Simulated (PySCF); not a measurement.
C4H5FSi, SMILES C(=C/C#C)/[SiH2]F.

Geometry optimised at ωB97X-D3(BJ)/def2-SVP. The structure was generated by enumeration; whether it is a known compound was not checked. The values are those of a single conformer.

These are PySCF with TDA-M06-2X/def2-SVPD values and carry that method's errors.

Vertical excitations.  State labels are in the subgroup Cs.

Computed lowest excited states:
```json
[
 {"state": "S1", "symmetry": "A\"", "energy (eV)": "5.20", "λ (nm)": "238", "f": "0.000", "main pairs": "HOMO−1→LUMO 83 %"},
 {"state": "S2", "symmetry": "A'", "energy (eV)": "5.82", "λ (nm)": "213", "f": "0.299", "main pairs": "HOMO→LUMO 82 %"},
 {"state": "S3", "symmetry": "A\"", "energy (eV)": "6.11", "λ (nm)": "203", "f": "0.002", "main pairs": "HOMO→LUMO+1 36 %, HOMO→LUMO+3 18 %, HOMO−3→LUMO 15 %, HOMO−1→LUMO 10 %"},
 {"state": "S4", "symmetry": "A\"", "energy (eV)": "6.40", "λ (nm)": "194", "f": "0.001", "main pairs": "HOMO−3→LUMO 79 %"},
 {"state": "S5", "symmetry": "A\"", "energy (eV)": "7.00", "λ (nm)": "177", "f": "0.003", "main pairs": "HOMO→LUMO+1 40 %, HOMO→LUMO+3 29 %, HOMO→LUMO+4 11 %"},
 {"state": "S6", "symmetry": "A'", "energy (eV)": "7.34", "λ (nm)": "169", "f": "0.141", "main pairs": "HOMO−2→LUMO 76 %"},
 {"state": "S7", "symmetry": "A\"", "energy (eV)": "7.39", "λ (nm)": "168", "f": "0.001", "main pairs": "HOMO→LUMO+2 85 %"},
 {"state": "S8", "symmetry": "A\"", "energy (eV)": "7.89", "λ (nm)": "157", "f": "0.052", "main pairs": "HOMO→LUMO+3 39 %, HOMO→LUMO+4 30 %, HOMO−2→LUMO+1 11 %"},
 {"state": "S9", "symmetry": "A'", "energy (eV)": "7.93", "λ (nm)": "156", "f": "0.246", "main pairs": "HOMO−1→LUMO+1 47 %, HOMO→LUMO+8 14 %, HOMO−2→LUMO 9 %, HOMO−3→LUMO+1 8 %"},
 {"state": "S10", "symmetry": "A'", "energy (eV)": "8.04", "λ (nm)": "154", "f": "0.022", "main pairs": "HOMO−1→LUMO+3 33 %, HOMO−1→LUMO+2 21 %, HOMO→LUMO+8 14 %, HOMO−1→LUMO+1 12 %"},
 {"state": "T1", "symmetry": "A'", "energy (eV)": "3.65", "λ (nm)": "339", "f": "0", "main pairs": "HOMO→LUMO 93 %"},
 {"state": "T2", "symmetry": "A\"", "energy (eV)": "5.11", "λ (nm)": "243", "f": "0", "main pairs": "HOMO−1→LUMO 90 %"},
 {"state": "T3", "symmetry": "A'", "energy (eV)": "5.67", "λ (nm)": "219", "f": "0", "main pairs": "HOMO−2→LUMO 24 %, HOMO−4→LUMO 20 %, HOMO−1→LUMO+3 12 %, HOMO−1→LUMO+1 10 %"},
 {"state": "T4", "symmetry": "A\"", "energy (eV)": "5.87", "λ (nm)": "211", "f": "0", "main pairs": "HOMO−3→LUMO 37 %, HOMO→LUMO+1 24 %, HOMO→LUMO+3 15 %, HOMO→LUMO+4 8 %"}
]
```
Triplets are in the Tamm–Dancoff approximation.
